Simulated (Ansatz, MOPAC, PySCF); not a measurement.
System: SiN$_{3}$H$_{6}$Cl, net charge 0, singlet state. SMILES: N[Si](N)(N)Cl
Geometry: optimised at B3LYP-D3(BJ)/def2-TZVP (Ansatz, a first-principles code).

Wanted: enthalpy of formation at 298 K, in kcal/mol. Conventions: non-relativistic; PM7 with its own dispersion and hydrogen-bond terms; UHF or UKS for open shells; spin-orbit terms left out; frozen cores in correlated levels; LANL2DZ with its own core potentials from Na on; no dispersion term unless named; 6-311+G** with 5d, 6d on Na to Ar in Ansatz; six Cartesian d functions in 6-31G* and its kin unless marked 5d. Basis-set limits of correlation are two-point, X^-3; Hartree-Fock from the larger set. Ab initio and DFT rows: single points at B3LYP-D3(BJ) geometries (Ansatz), with unscaled harmonic terms from B3LYP/6-31G* (Ansatz) at its own minima, enthalpies of formation by atomisation with measured atoms. Semi-empirical rows: MOPAC heats of formation at their own minima for 298 K.

Coupled cluster (Ansatz) is a level with limits of its own, used here on species with T1 under 0.025 (0.045 for open shells) and stable references: CCSD(T)/CBS(aug-cc-pV(T+d)Z,aug-cc-pV(Q+d)Z).

Value to compare with, CCSD(T)/CBS(aug-cc-pV(T+d)Z,aug-cc-pV(Q+d)Z) (Ansatz): -111.8 kcal/mol.

```json
[
 {"level": "PM6", "program": "MOPAC", "enthalpy of formation at 298 K (kcal/mol)": "-94.1", "difference": "17.7"},
 {"level": "PM7", "program": "MOPAC", "enthalpy of formation at 298 K (kcal/mol)": "-80.8", "difference": "31.0"},
 {"level": "MNDO", "program": "MOPAC", "enthalpy of formation at 298 K (kcal/mol)": "-101.8", "difference": "10.0"},
 {"level": "HF/3-21G", "program": "Ansatz", "enthalpy of formation at 298 K (kcal/mol)": "282.0", "difference": "393.8"},
 {"level": "PBE/6-31G*", "program": "Ansatz", "enthalpy of formation at 298 K (kcal/mol)": "-91.1", "difference": "20.7"},
 {"level": "PBE/def2-SVP", "program": "Ansatz", "enthalpy of formation at 298 K (kcal/mol)": "-105.3", "difference": "6.5"},
 {"level": "BLYP/6-31G*", "program": "Ansatz", "enthalpy of formation at 298 K (kcal/mol)": "-69.7", "difference": "42.1"},
 {"level": "BP86/def2-SVP", "program": "PySCF", "enthalpy of formation at 298 K (kcal/mol)": "-116.8", "difference": "-5.0"},
 {"level": "B3LYP/6-31G*", "program": "Ansatz", "enthalpy of formation at 298 K (kcal/mol)": "-71.2", "difference": "40.6"},
 {"level": "B3LYP/6-311+G**", "program": "Ansatz", "enthalpy of formation at 298 K (kcal/mol)": "-85.6", "difference": "26.2"},
 {"level": "PBE0/6-31G*", "program": "Ansatz", "enthalpy of formation at 298 K (kcal/mol)": "-70.9", "difference": "40.9"},
 {"level": "MP2/3-21G", "program": "Ansatz", "enthalpy of formation at 298 K (kcal/mol)": "105.3", "difference": "217.1"},
 {"level": "MP2/LANL2DZ", "program": "Ansatz", "enthalpy of formation at 298 K (kcal/mol)": "101.6", "difference": "213.4"},
 {"level": "MP2/6-31G*", "program": "Ansatz", "enthalpy of formation at 298 K (kcal/mol)": "10.8", "difference": "122.6"},
 {"level": "PBE0/def2-TZVPD", "program": "Ansatz", "enthalpy of formation at 298 K (kcal/mol)": "-99.0", "difference": "12.8"}
]
```

Among the 14 habitual levels, HF/3-21G lies farthest from CCSD(T)/CBS(aug-cc-pV(T+d)Z,aug-cc-pV(Q+d)Z) (Ansatz) (393.8 kcal/mol) and BP86/def2-SVP nearest (-5.0); 13 of 14 lie above it, and their mean absolute difference is 84.8 kcal/mol, the median 35.8. One case shows no general order.

The levels are drawn from those run, B3LYP/6-31G* more often than the rest, none by its result; left out are runs that failed, that the program found above a lower state of the same kind, or whose <S^2> lies over 0.5 above the pure value.
